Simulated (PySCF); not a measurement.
PySCF input for sulfuric acid cation (H2O4S), SMILES O=S(=O)(O)O (connectivity only; charge and spin as stated), charge +1, multiplicity 2, C-PCM-PBE0/def2-SVP. Geometry optimised at ωB97X-D3(BJ)/def2-SVP. The multiplicity is an assumed one; other spin states were not compared. The values are those of a single conformer.

```python
import numpy as np
from pyscf import gto, scf, dft
from pyscf.solvent import pcm

mol = gto.M(
    atom='''
    O     0.00000000   -1.14856926   -0.96729345
    S    -0.00000000    0.00000000    0.05325351
    O     1.14381079    0.00000003    0.98539076
    O    -1.14381078    0.00000001    0.98539077
    O    -0.00000001    1.14856921   -0.96729350
    H     0.00000000   -2.04923449   -0.57080637
    H    -0.00000001    2.04923446   -0.57080647
    ''',
    basis='def2-SVP',
    charge=1,
    spin=1,
    max_memory=1600,
    verbose=3,
)
mf = dft.UKS(mol, xc='pbe0').density_fit(auxbasis='def2-universal-jkfit')
mf.grids.level = 3
mf.conv_tol = 1e-9
mf.max_cycle = 100
mf.kernel()
fine, coarse = mf.grids, dft.Grids(mol).set(level=1).build(with_non0tab=True)
for _ in range(3):  # follow internal instabilities
    mf.grids = coarse
    mo, _, stable, _ = mf.stability(return_status=True, nroots=4)
    mf.grids = fine
    if stable:
        break
    mf.kernel(mf.make_rdm1(mo, mf.mo_occ))
res = {}
for name, eps in {'water': 78.355, 'chlorobenzene': 5.6968, 'methanol': 32.613}.items():
    s = mf.PCM()
    s.with_solvent.method, s.with_solvent.eps, s.with_solvent.lebedev_order = 'C-PCM', eps, 29
    s.kernel(mf.make_rdm1())
    res[name] = (s.e_tot, eps, s.dip_moment(), s.mo_energy, s.converged)
    print(f'{name}: electrostatic solvation free energy {(s.e_tot - mf.e_tot) * 627.509474:.3f} kcal/mol')
```

Log of the run:

```

WARN: HOMO -0.398577294833419 >= LUMO -0.398577294833419

converged SCF energy = -698.998874989675  <S^2> = 0.76219009  2S+1 = 2.0121532
<class 'pyscf.df.df_jk.DFUKS'> wavefunction is stable in the internal stability analysis

WARN: PCM is an experimental feature. It is still in testing.
Features and APIs may be changed in the future.

converged SCF energy = -699.116849900261  <S^2> = 0.76164637  2S+1 = 2.0116127

WARN: System has nonzero charge 1; the dipole moment is origin-dependent.
Location of origin: [0. 0. 0.]

Dipole moment(X, Y, Z, Debye):  0.00000, -0.00000, -1.13395
water: electrostatic solvation free energy -74.030 kcal/mol

WARN: PCM is an experimental feature. It is still in testing.
Features and APIs may be changed in the future.

converged SCF energy = -699.09714109698  <S^2> = 0.76174213  2S+1 = 2.0117079

WARN: System has nonzero charge 1; the dipole moment is origin-dependent.
Location of origin: [0. 0. 0.]

Dipole moment(X, Y, Z, Debye):  0.00000, -0.00000, -1.09358
chlorobenzene: electrostatic solvation free energy -61.663 kcal/mol

WARN: PCM is an experimental feature. It is still in testing.
Features and APIs may be changed in the future.

converged SCF energy = -699.114677174217  <S^2> = 0.76165703  2S+1 = 2.0116233

WARN: System has nonzero charge 1; the dipole moment is origin-dependent.
Location of origin: [0. 0. 0.]

Dipole moment(X, Y, Z, Debye):  0.00000, -0.00000, -1.12938
methanol: electrostatic solvation free energy -72.667 kcal/mol
```

Self-consistency was reached.
